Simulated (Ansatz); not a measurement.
SbH2Cl⁺. The state is a doublet with charge 1. Geometry PBE0-D4/def2-TZVP, that of the neutral singlet; atoms count from 1.

```xyz
4

Sb    0.6818    0.3937    0.1200
H    -0.6350    0.6983    1.1713
H     0.6198   -1.2728    0.5086
Cl   -0.6666    0.1808   -1.7999
```

In the def2 sets Sb takes a core potential; there is no spin–orbit coupling.

**Question.** Estimate the Mulliken populations from the PBE0/def2-TZVP orbitals of Ansatz.

**Answer.** 
```tsv
atom	charge (e)	spin (α − β)
Sb1	0.69	0.45
H2	0.16	0.11
H3	0.16	0.11
Cl4	-0.01	0.32
```
Mulliken values and Mayer orders depend strongly on the basis.

**Question.** Where does the spin sit?

**Answer.** Summed by element: Sb 0.45, H 0.22, Cl 0.32, of 1 unpaired in all. Largest on single atoms: Sb1 0.45, Cl4 0.32, H2 0.11.

**Question.** And the Mayer bond orders between bonded heavy atoms (over 0.3)?

**Answer.** Sb1–Cl4 1.30 (2.36 Å).
